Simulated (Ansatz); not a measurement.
```yaml
crystal:
  periodic: [false, false, false]
  atoms:
    - {symbol: N, position_ang: [-1.644604, 0.994811, -0.146747]}
    - {symbol: Sn, position_ang: [0.175242, 0.173230, 0.041677]}
    - {symbol: N, position_ang: [0.162447, -1.108383, 1.584351]}
    - {symbol: N, position_ang: [0.625098, -0.823905, -1.639307]}
    - {symbol: Cl, position_ang: [1.774865, 1.858954, 0.419726]}
    - {symbol: H, position_ang: [-1.955359, 1.012535, -1.110235]}
    - {symbol: H, position_ang: [-1.705933, 1.934683, 0.223038]}
    - {symbol: H, position_ang: [-0.642540, -0.973509, 2.183524]}
    - {symbol: H, position_ang: [0.994933, -1.061691, 2.157634]}
    - {symbol: H, position_ang: [1.018427, -1.736586, -1.445628]}
    - {symbol: H, position_ang: [1.262923, -0.327040, -2.247734]}
basis:
  gaussian: {orbitals: def2-SVPD}
hamiltonian: {xc: {name: HF}}
correlation: {method: ccsd_t}
scf: {lower_state_search: full}
outputs: {forces: true}
```

```sh
$ ansatz run in.yaml --threads 8 --pin off --events-out ev --progress --plain --max-ram 18278MiB
```

Output, abridged:

```
Error: YAML parse error: error: line 20 column 1: unknown field `outputs`, expected one of crystal, accuracy, basis, kpoints, hamiltonian, magnetization, projection, total_charge, correlation, batch, efield, external_charges, scf, relax, neb, saddle, md, ramp, phonons, dielectric, real_time, elastic, magnetic_configurations, gw, evaluate, workflow, output, checkpoint, execution
18 | correlation: {method: ccsd_t}
19 | scf: {lower_state_search: full}
20 | outputs: {forces: true}
```

In this input the input holds a key that doesn't belong there. The program refused the input.
